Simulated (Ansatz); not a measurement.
CH₆AuNO (`C[O][Au-][NH3+]`) at its PBE0-D4/def2-TZVP geometry, where that method's forces vanish. The species carries charge 0 and has multiplicity 1. Au: def2 effective core potential.

```xyz
10

C    -1.8132    1.0890    1.0100
O    -0.8878    0.1278    1.4131
Au    0.4590   -0.4438    0.1240
N     1.9368   -1.1311   -1.1552
H    -1.3548    2.0502    0.7285
H    -2.4417    0.7671    0.1646
H    -2.4870    1.2885    1.8549
H     1.7452   -2.0791   -1.4629
H     2.0004   -0.5421   -1.9790
H     2.8432   -1.1265   -0.6982
```

Problem. What forces (eV/Å) does B3LYP-D4/def2-TZVPP give on these atoms in Ansatz? (Best estimate.)

Solution. Ansatz gave: 
```
C1  -0.302  0.280 -0.054
O2   0.012 -0.119  0.246
Au3  0.020 -0.018  0.001
N4   0.190 -0.088 -0.165
H5  -0.022 -0.044  0.011
H6   0.029  0.017  0.037
H7   0.027 -0.005 -0.040
H8   0.013 -0.010 -0.013
H9   0.014 -0.006 -0.012
H10  0.018 -0.005 -0.011
```

B3LYP here is the variant with VWN-RPA as its local correlation; programs differ in this.
